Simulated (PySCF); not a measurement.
InH, SMILES [InH] (connectivity only; charge and spin as stated), neutral, multiplicity 1.

The structure is a stationary point at PBE0-D3(BJ)/def2-TZVPD. The def2 effective core potentials stand for the cores of In; spin–orbit coupling is left out.

Calculation: CAM-B3LYP/def2-TZVPD (PySCF).

```json
{
  "total_energy": "-190.69282 hartree",
  "point_group": "C∞v",
  "highest_occupied_level": "-6.93 eV",
  "lowest_empty_level": "-0.96 eV",
  "orbital_gap": "5.97 eV",
  "dipole_moment": "0.92 D",
  "quadrupole, principal values (traceless, Buckingham form, about the centre of nuclear charge)": "-9.70, 4.85, 4.85 D·Å",
  "mean_static_polarisability": "50.9 bohr³ (7.55 Å³)",
  "polarisability_principal_values": "44.5, 44.5, 63.8 bohr³"
}
```
